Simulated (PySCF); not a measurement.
# Calculated properties of `O[Si]1(CO[SiH3])SCCS1`

Compound: C3H10O2S2Si2.
Atom-mapped SMILES: `[OH:1][Si:2]1([CH2:3][O:4][SiH3:5])[S:6][CH2:7][CH2:8][S:9]1` (hydrogens: H10 on O1; H11, H12 on C3; H13, H14, H15 on Si5; H16, H17 on C7; H18, H19 on C8)

Geometry (GFN2-xTB, Å), atoms numbered from 1 in this order:
```xyz
19
C3H10O2S2Si2 angstrom
O      0.1352    0.7326   -1.6551
Si    -0.3410    0.1867   -0.2080
C      1.0677    0.4657    1.0407
O      2.1838    0.7693    0.2371
Si     3.7567    0.6881    0.6426
S     -2.1943    1.1190    0.3423
C     -3.2027   -0.2231   -0.3693
C     -2.7030   -1.5687    0.1012
S     -0.9780   -1.8603   -0.4256
H      1.0491    0.9911   -1.7784
H      0.8683    1.3039    1.7118
H      1.2707   -0.4108    1.6574
H      4.0642    1.5852    1.7582
H      4.3148    1.1159   -0.6300
H      4.1126   -0.6791    1.0269
H     -3.1540   -0.1398   -1.4547
H     -4.2257   -0.0541   -0.0348
H     -3.2946   -2.3732   -0.3343
H     -2.7397   -1.6394    1.1885
```

Some functional groups and rings: Si–H bond and C–Si bond.

**GFN2-xTB geometry**

```
Point group of the GFN2-xTB geometry                  : C1
Rotational constants A, B, C of the GFN2-xTB geometry : 1.794, 0.453, 0.411 GHz
```

PBE0/pcSseg-1 ground state and GIAO shieldings, non-relativistic (PySCF):

```
Dipole moment                                               : 1.69 D
HOMO energy                                                 : -6.82 eV
LUMO energy                                                 : -0.26 eV
HOMO–LUMO gap                                               : 6.56 eV
Lowest Hirshfeld atomic charge                              : -0.31 e on O1
Highest Hirshfeld atomic charge                             : +0.39 e on Si5
13C chemical shifts (computed TMS as zero) by class         : 58.5 (C3), 41.9 (C7/C8) ppm
1H chemical shifts (computed TMS as zero) by class          : 4.85 (H13/H14/H15), 3.97 (H10), 3.74 (H11/H12), 3.02 (H16/H18), 2.83 (H17/H19) ppm
Isotropic shieldings of nuclei other than C and H, by class : 274 (O1), 350 (O4), 315 (Si2), 379 (Si5), 584 (S6/S9) ppm
Mayer bond orders between heavy atoms                       : O1–Si2 1.14, Si2–C3 0.85, C3–O4 0.83, O4–Si5 0.94, Si2–S6 0.95, S6–C7 1.00, C7–C8 1.01, C8–S9 1.00, S9–Si2 0.94
```

Monoisotopic mass (most abundant isotopes): 197.9661 u.

A dipole of 1.69 D is allowed in C1, and pure rotational transitions are dipole-allowed. The rotational constants make it an asymmetric top with κ = (2B − A − C)/(A − C) = -0.94, nearer the prolate limit (−1). In atomic units the dipole is 0.66 e·bohr (1 au = 2.5417 D). With B = h/(8π²I), that is 505.379 GHz u Å² over I, the principal moments of inertia are 281.6, 1115.8 and 1228.2 u Å² (most abundant isotopes).

The structure is a single GFN2-xTB conformer in the gas phase; no vibrational or solvent corrections. NMR classes are plain means over equivalent atoms (diastereotopic ones count apart unless rotation or inversion swaps them), as if these changed places fast; in this geometry the members of some classes differ.
